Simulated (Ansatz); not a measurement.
The same hydrolysis along the group F, Br, I.

Calculated with Ansatz (gas phase, PBE0-D4/def2-TZVP geometries, no zero-point term in ΔE). CBS: MP2 limit from def2 TZ/QZ plus the TZ coupled-cluster correction, frozen cores. This one scheme is used for every species. Functionals use def2-TZVPP. Elements past krypton have def2 core potentials. For Br, Ge, I outer-core shells are correlated without core-valence functions, which leaves a few kJ/mol of doubt a bond. Scalar relativity is left out up to krypton. One conformer a species, not always the lowest.

```tsv
reaction	RPA@PBE/def2-TZVPP (kcal/mol)	ωB97X-V (kcal/mol)
`[F][GeH2][F]` + H₂O → `[OH][GeH2][F]` + H–F	6.2	7.2
`[Br][GeH2][Br]` + H₂O → `[OH][GeH2][Br]` + HBr	9.3	10.4
`[I][GeH2][I]` + H₂O → `[OH][GeH2][I]` + HI	9.8	11.2
```

**Question.** Give the CCSD(T)/CBS values in the same order. (Best estimate.)

**Answer.** Ansatz gave: 6.0, 11.8, 14.0 kcal/mol.

Largest T1 diagnostic: 0.012, for `[F][GeH2][F]`.
